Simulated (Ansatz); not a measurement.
F (SMILES [F-]), charge -1, singlet (a gas-phase anion, which may not be bound at this level). Base run: MP2/6-31G** in Ansatz (a quantum-chemistry and plane-wave program).

Input for Ansatz:
Ansatz 0.2 input:
```yaml
crystal:
  periodic: [false, false, false]
  atoms:
    - {symbol: F, position_ang: [0.00000000, 0.00000000, 0.00000000]}
basis:
  gaussian:
    orbitals: 6-31G__.json
total_charge: -1
magnetization: {spin_polarized: false}
correlation: {method: mp2}
```
The basis file holds 6-31G** in the JSON format of the Basis Set Exchange.

The base run was repeated with changes; each row names its change, and settings that it needs were set with it.

| change | basis functions | E (Eh) | MP2 correlation (Eh) |
|---|---|---|---|
| base | 15 | -99.52660 | -0.17612 |
| basis = 3-21G | 9 | -98.87836 | -0.10623 |
| basis = 6-311G** | 18 | -99.61326 | -0.21037 |
| basis = 6-311++G** | 22 | -99.67869 | -0.23303 |
| basis = def2-SVPD | 23 | -99.56796 | -0.22770 |
| basis = aug-cc-pVDZ | 23 | -99.66595 | -0.23766 |
| basis = 6-311+G(2d,p) | 27 | -99.70383 | -0.25817 |
| basis = pcseg-2 | 30 | -99.71535 | -0.27064 |
| basis = def2-TZVP | 31 | -99.71588 | -0.27270 |
| basis = def2-TZVPD | 40 | -99.74298 | -0.28716 |
| basis = aug-cc-pVTZ | 46 | -99.74588 | -0.29507 |
| basis = def2-QZVP | 57 | -99.76093 | -0.30574 |
| basis = def2-QZVPP | 57 | -99.76093 | -0.30574 |

Totals compare only among sets that treat the same electrons; sets with core potentials leave the core out.

A gas-phase anion may not be bound at this level; its values then depend on the basis.
